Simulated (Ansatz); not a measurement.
Al10P10H30, a nanocrystal cut from zinc blende AlP (hydrogen-capped). Charge 0, multiplicity 1. Geometry r2SCAN-D4/def2-SVP.

```xyz
50

Al   -1.078   -1.623    2.328
Al   -4.420    0.245   -0.003
Al    0.259    1.942    2.322
Al   -2.402    3.440   -0.314
Al   -2.145   -3.451   -1.082
Al    2.554   -0.967    1.304
Al    1.444   -3.586   -2.149
Al   -0.341    0.130   -1.131
Al    1.926    3.717   -1.424
Al    3.434    0.412   -2.379
P    -3.383   -1.002    1.871
P    -1.055   -3.696    1.103
P     0.334   -0.121    1.138
P    -2.474    1.173   -1.119
P    -1.956    2.842    2.024
P     1.435    3.605    1.001
P    -0.439   -2.056   -2.056
P     2.755   -2.892   -0.166
P     3.962    0.505    0.018
P     1.294    1.497   -2.181
H    -0.795   -1.723    3.887
H    -5.270   -0.740   -0.909
H    -5.085    1.471    0.780
H     0.788    1.884    3.818
H    -3.784    4.201   -0.497
H    -1.000    4.148   -0.624
H    -3.411   -2.614   -0.576
H    -2.306   -4.832   -1.850
H     3.041   -1.294    2.779
H     0.861   -4.988   -1.644
H     2.325   -3.464   -3.461
H     1.105    4.898   -2.090
H     3.526    3.706   -1.403
H     3.295   -1.176   -2.505
H     4.459    1.239   -3.266
H    -4.124   -2.198    2.070
H    -3.777   -0.341    3.069
H    -1.757   -4.630    1.911
H     0.224   -4.308    1.126
H    -2.829    1.285   -2.493
H    -2.945    2.062    2.676
H    -2.009    3.993    2.854
H     0.869    4.846    1.397
H     2.678    3.741    1.682
H    -0.860   -1.869   -3.404
H     2.757   -3.995    0.735
H     4.134   -2.930   -0.507
H     5.290    0.063    0.259
H     4.060    1.796    0.596
H     0.837    1.656   -3.520
```

B3LYP takes the VWN-RPA correlation. Single mean-field runs in def2-SVP are fitted with def2-universal-jkfit.

Q: Estimate the orbital energies around the gap (eV) in Ansatz with HF/6-31G, revPBE-D4/def2-SVP, B3LYP-D4/6-31G, BHLYP-D4/def2-SVP, ωB97M-V/def2-SVP.

A: 
```json
{"orbital": "HOMO−9", "HF/6-31G": "-10.83", "revPBE-D4/def2-SVP": "-7.01", "B3LYP-D4/6-31G": "-7.99", "BHLYP-D4/def2-SVP": "-9.19", "ωB97M-V/def2-SVP": "-10.21"}
{"orbital": "HOMO−8", "HF/6-31G": "-10.78", "revPBE-D4/def2-SVP": "-6.80", "B3LYP-D4/6-31G": "-7.81", "BHLYP-D4/def2-SVP": "-9.09", "ωB97M-V/def2-SVP": "-10.08"}
{"orbital": "HOMO−7", "HF/6-31G": "-10.77", "revPBE-D4/def2-SVP": "-6.79", "B3LYP-D4/6-31G": "-7.79", "BHLYP-D4/def2-SVP": "-9.07", "ωB97M-V/def2-SVP": "-10.06"}
{"orbital": "HOMO−6", "HF/6-31G": "-10.71", "revPBE-D4/def2-SVP": "-6.74", "B3LYP-D4/6-31G": "-7.67", "BHLYP-D4/def2-SVP": "-8.95", "ωB97M-V/def2-SVP": "-9.92"}
{"orbital": "HOMO−5", "HF/6-31G": "-10.41", "revPBE-D4/def2-SVP": "-6.67", "B3LYP-D4/6-31G": "-7.65", "BHLYP-D4/def2-SVP": "-8.89", "ωB97M-V/def2-SVP": "-9.89"}
{"orbital": "HOMO−4", "HF/6-31G": "-10.39", "revPBE-D4/def2-SVP": "-6.67", "B3LYP-D4/6-31G": "-7.65", "BHLYP-D4/def2-SVP": "-8.88", "ωB97M-V/def2-SVP": "-9.88"}
{"orbital": "HOMO−3", "HF/6-31G": "-10.34", "revPBE-D4/def2-SVP": "-6.60", "B3LYP-D4/6-31G": "-7.60", "BHLYP-D4/def2-SVP": "-8.85", "ωB97M-V/def2-SVP": "-9.81"}
{"orbital": "HOMO−2", "HF/6-31G": "-9.82", "revPBE-D4/def2-SVP": "-6.29", "B3LYP-D4/6-31G": "-7.15", "BHLYP-D4/def2-SVP": "-8.38", "ωB97M-V/def2-SVP": "-9.35"}
{"orbital": "HOMO−1", "HF/6-31G": "-9.73", "revPBE-D4/def2-SVP": "-6.28", "B3LYP-D4/6-31G": "-7.14", "BHLYP-D4/def2-SVP": "-8.37", "ωB97M-V/def2-SVP": "-9.32"}
{"orbital": "HOMO", "HF/6-31G": "-9.71", "revPBE-D4/def2-SVP": "-6.24", "B3LYP-D4/6-31G": "-7.13", "BHLYP-D4/def2-SVP": "-8.36", "ωB97M-V/def2-SVP": "-9.31"}
{"orbital": "LUMO", "HF/6-31G": "1.69", "revPBE-D4/def2-SVP": "-2.17", "B3LYP-D4/6-31G": "-1.17", "BHLYP-D4/def2-SVP": "-0.56", "ωB97M-V/def2-SVP": "0.15"}
{"orbital": "LUMO+1", "HF/6-31G": "1.70", "revPBE-D4/def2-SVP": "-1.96", "B3LYP-D4/6-31G": "-1.11", "BHLYP-D4/def2-SVP": "-0.42", "ωB97M-V/def2-SVP": "0.24"}
{"orbital": "LUMO+2", "HF/6-31G": "1.87", "revPBE-D4/def2-SVP": "-1.96", "B3LYP-D4/6-31G": "-1.11", "BHLYP-D4/def2-SVP": "-0.42", "ωB97M-V/def2-SVP": "0.24"}
{"orbital": "LUMO+3", "HF/6-31G": "1.92", "revPBE-D4/def2-SVP": "-1.67", "B3LYP-D4/6-31G": "-1.05", "BHLYP-D4/def2-SVP": "-0.10", "ωB97M-V/def2-SVP": "0.61"}
{"orbital": "LUMO+4", "HF/6-31G": "2.37", "revPBE-D4/def2-SVP": "-1.53", "B3LYP-D4/6-31G": "-0.60", "BHLYP-D4/def2-SVP": "0.08", "ωB97M-V/def2-SVP": "0.81"}
{"orbital": "LUMO+5", "HF/6-31G": "2.40", "revPBE-D4/def2-SVP": "-1.52", "B3LYP-D4/6-31G": "-0.60", "BHLYP-D4/def2-SVP": "0.09", "ωB97M-V/def2-SVP": "0.82"}
```
